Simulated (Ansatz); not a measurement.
Consider the formal exchange of groups at the Se–Sn bond: `[SH][SnH2][SeH]` + `BC=C` → `C=CB[SeH]` + `[SH][SnH3]`.

Isolated molecules relaxed with PBE0-D4/def2-TZVP in Ansatz; ΔE leaves out vibrations. CCSD(T)/CBS is the MP2 limit (def2-TZVPP, def2-QZVPP) plus CCSD(T) − MP2 in def2-TZVPP, frozen cores. DFT in def2-TZVPP. def2 core potentials past Kr. For Se, Sn outer-core shells are correlated without core-valence functions, which leaves a few kJ/mol of doubt a bond. Scalar relativity is left out up to krypton. Each species was taken in one conformer, which may not be the lowest.

`[SH][SnH2][SeH]`:

Cartesian coordinates in Å:
```
S -0.934 2.012 -0.417
Sn -0.250 -0.284 -0.579
Se -0.086 -1.334 1.719
H 0.094 2.347 0.381
H -1.491 -1.041 -1.461
H 1.286 -0.403 -1.308
H 1.381 -1.297 1.665
```

`BC=C`:

```xyz
8

B     0.196    0.483    1.174
C     0.262   -0.489   -0.011
C    -0.349   -0.195   -1.166
H    -0.412    1.508    1.044
H     0.730    0.247    2.218
H     0.799   -1.434    0.052
H    -0.899    0.735   -1.280
H    -0.328   -0.855   -2.031
```

`C=CB[SeH]`:

```xyz
9

C    -1.361    0.087   -0.895
C    -0.140   -0.218   -0.444
B     0.387    0.376    0.869
Se    2.117    0.000    1.602
H    -2.007    0.762   -0.343
H    -1.761   -0.319   -1.820
H     0.467   -0.901   -1.036
H    -0.273    1.127    1.524
H     2.572   -0.914    0.543
```

`[SH][SnH3]`:

Z-matrix (Å, degrees):
```
Sn
S 1 2.406
H 1 1.706 2 109.4
H 1 1.701 2 104.7 3 119.6
H 1 1.706 2 109.5 3 -120.9
H 2 1.343 1 93.9 3 59.9
```

```tsv
level	ΔE (eV)
r2SCAN0-D4	-0.13
CAM-B3LYP-D4	-0.11
```

**Question.** What does CCSD(T)/CBS give? (An estimate is asked.)

**Answer.** Computed: -0.07 eV. The listed levels differ from it by -0.06, -0.04 eV.

Largest T1 diagnostic among the species: 0.013.

In def2-TZVPP, CCSD(T) changes the Hartree–Fock value by −0.23 eV (the triples alone add −0.03 eV) and MP2 by −0.20 eV. From PBE to PBE0 (25 % exact exchange), in def2-TZVPP and without D4, ΔE moves by +0.04 eV.
